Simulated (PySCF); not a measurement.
Input and output of a geometry optimisation on `CC[SiH2]N(C(C)C)C(C)C`.

The calculation used PBE0-D3(BJ)/def2-SVP geometry optimisation, gas phase in PySCF 2.14.0.

Input of the driver that calls PySCF (job settings, then Cartesian coordinates in Å, the GFN2-xTB start):

```
{"job": {"xc": "PBE0", "basis": "def2-SVP", "d3": "d3bj", "grid": 1, "kind": "geom"}, "charge": 0, "multiplicity": 1}
C      2.7504     0.7264     1.4614
C      2.6522     0.9158    -0.0465
Si     1.4304    -0.2694    -0.8932
N     -0.1453    -0.1152    -0.2242
C     -1.1145    -1.1938    -0.3474
C     -1.1990    -1.7431    -1.7705
C     -0.8078    -2.3198     0.6417
C     -0.6663     1.1847     0.1661
C     -1.6012     1.7814    -0.8908
C     -1.3410     1.1502     1.5411
H      3.0363    -0.2963     1.6970
H      1.7941     0.9284     1.9378
H      3.4933     1.3966     1.8937
H      2.4065     1.9553    -0.2659
H      3.6334     0.7430    -0.4889
H      1.8972    -1.6416    -0.6643
H      1.5014     0.0091    -2.3453
H     -2.0986    -0.7893    -0.0929
H     -1.3652    -0.9342    -2.4767
H     -0.2761    -2.2487    -2.0376
H     -2.0215    -2.4507    -1.8492
H     -1.6001    -3.0647     0.6211
H      0.1306    -2.8016     0.3858
H     -0.7270    -1.9219     1.6494
H      0.1988     1.8479     0.2452
H     -1.0922     1.8180    -1.8511
H     -2.5057     1.1877    -1.0005
H     -1.8877     2.7914    -0.6073
H     -1.5415     2.1651     1.8773
H     -2.2840     0.6097     1.5160
H     -0.6861     0.6679     2.2629
```

Output:

```
step   0  E = -660.85204610  max force = 0.014413
step   1  E = -660.85648135  max force = 0.002397
step   2  E = -660.85662507  max force = 0.000850
step   3  E = -660.85671268  max force = 0.000992
step   4  E = -660.85679966  max force = 0.001344
step   5  E = -660.85690093  max force = 0.001890
step   6  E = -660.85703788  max force = 0.002873
step   7  E = -660.85721819  max force = 0.002270
step   8  E = -660.85745207  max force = 0.000995
step   9  E = -660.85747724  max force = 0.000881
step  10  E = -660.85758608  max force = 0.000617
step  11  E = -660.85761483  max force = 0.000398
step  12  E = -660.85763584  max force = 0.000241
step  13  E = -660.85764775  max force = 0.000298
optimisation converged
```

Energies are in Eh and forces in Eh/bohr. The run used 249 basis functions and 89 SCF iterations in all.

Hardware: one thread of an Arm Neoverse V1, shared host. Cost: 15 min of wall time.

**Question.** How much energy does the optimisation gain, and how much of it in the first step?

**Answer.** 3.5 kcal/mol (152 meV) from step 0 to step 13; the first step changes the energy by -2.8 kcal/mol. The largest force component goes from 0.0144 to 0.00030 Eh/bohr.

Final geometry (Å):

```
atom  x, y, z in Å
C1     2.7279   -0.2124    1.6755
C2     2.7113    0.5650    0.3641
Si3    1.5396   -0.1274   -0.9422
N4    -0.1168   -0.1677   -0.4097
C5    -0.9325   -1.3751   -0.3137
C6    -1.1475   -2.0514   -1.6666
C7    -0.3844   -2.3534    0.7218
C8    -0.7682    1.1182   -0.1802
C9    -1.8800    1.4102   -1.1870
C10   -1.2476    1.2818    1.2614
H11    3.0245   -1.2622    1.5192
H12    1.7306   -0.2280    2.1423
H13    3.4291    0.2215    2.4059
H14    2.4425    1.6216    0.5419
H15    3.7175    0.5922   -0.0921
H16    1.9524   -1.5232   -1.2879
H17    1.6853    0.7343   -2.1658
H18   -1.9250   -1.0557    0.0477
H19   -1.5767   -1.3452   -2.3921
H20   -0.1938   -2.4196   -2.0767
H21   -1.8277   -2.9134   -1.5786
H22   -1.0402   -3.2320    0.8276
H23    0.6144   -2.7163    0.4313
H24   -0.2942   -1.8670    1.7042
H25    0.0096    1.8885   -0.3419
H26   -1.4970    1.3390   -2.2159
H27   -2.7140    0.6979   -1.0836
H28   -2.2907    2.4210   -1.0392
H29   -1.6741    2.2835    1.4258
H30   -2.0297    0.5470    1.5109
H31   -0.4138    1.1395    1.9644
```

Point group C1. Stationary, but not proved a minimum. After the best overlay, start and end differ by 0.57 Å (root mean square over atoms).

Bond lengths before and after (atoms numbered from 1 in input order; the first 24 bonds, those between heavy atoms ahead):

```json
{"bond": "C1–C2", "start (Å)": "1.523", "end (Å)": "1.525", "change (Å)": "+0.002"}
{"bond": "C2–Si3", "start (Å)": "1.901", "end (Å)": "1.886", "change (Å)": "-0.015"}
{"bond": "Si3–N4", "start (Å)": "1.719", "end (Å)": "1.740", "change (Å)": "+0.021"}
{"bond": "N4–C5", "start (Å)": "1.455", "end (Å)": "1.460", "change (Å)": "+0.005"}
{"bond": "N4–C8", "start (Å)": "1.454", "end (Å)": "1.460", "change (Å)": "+0.006"}
{"bond": "C5–C6", "start (Å)": "1.528", "end (Å)": "1.528", "change (Å)": "0.000"}
{"bond": "C5–C7", "start (Å)": "1.530", "end (Å)": "1.526", "change (Å)": "-0.004"}
{"bond": "C8–C9", "start (Å)": "1.532", "end (Å)": "1.528", "change (Å)": "-0.004"}
{"bond": "C8–C10", "start (Å)": "1.532", "end (Å)": "1.528", "change (Å)": "-0.004"}
{"bond": "C1–H11", "start (Å)": "1.088", "end (Å)": "1.102", "change (Å)": "+0.014"}
{"bond": "C1–H12", "start (Å)": "1.087", "end (Å)": "1.101", "change (Å)": "+0.014"}
{"bond": "C1–H13", "start (Å)": "1.090", "end (Å)": "1.102", "change (Å)": "+0.012"}
{"bond": "C2–H14", "start (Å)": "1.090", "end (Å)": "1.105", "change (Å)": "+0.015"}
{"bond": "C2–H15", "start (Å)": "1.090", "end (Å)": "1.105", "change (Å)": "+0.015"}
{"bond": "Si3–H16", "start (Å)": "1.467", "end (Å)": "1.496", "change (Å)": "+0.029"}
{"bond": "Si3–H17", "start (Å)": "1.480", "end (Å)": "1.504", "change (Å)": "+0.024"}
{"bond": "C5–H18", "start (Å)": "1.094", "end (Å)": "1.104", "change (Å)": "+0.010"}
{"bond": "C6–H19", "start (Å)": "1.087", "end (Å)": "1.100", "change (Å)": "+0.013"}
{"bond": "C6–H20", "start (Å)": "1.086", "end (Å)": "1.102", "change (Å)": "+0.016"}
{"bond": "C6–H21", "start (Å)": "1.088", "end (Å)": "1.102", "change (Å)": "+0.014"}
{"bond": "C7–H22", "start (Å)": "1.088", "end (Å)": "1.101", "change (Å)": "+0.013"}
{"bond": "C7–H23", "start (Å)": "1.085", "end (Å)": "1.102", "change (Å)": "+0.017"}
{"bond": "C7–H24", "start (Å)": "1.086", "end (Å)": "1.100", "change (Å)": "+0.014"}
{"bond": "C8–H25", "start (Å)": "1.093", "end (Å)": "1.107", "change (Å)": "+0.014"}
```
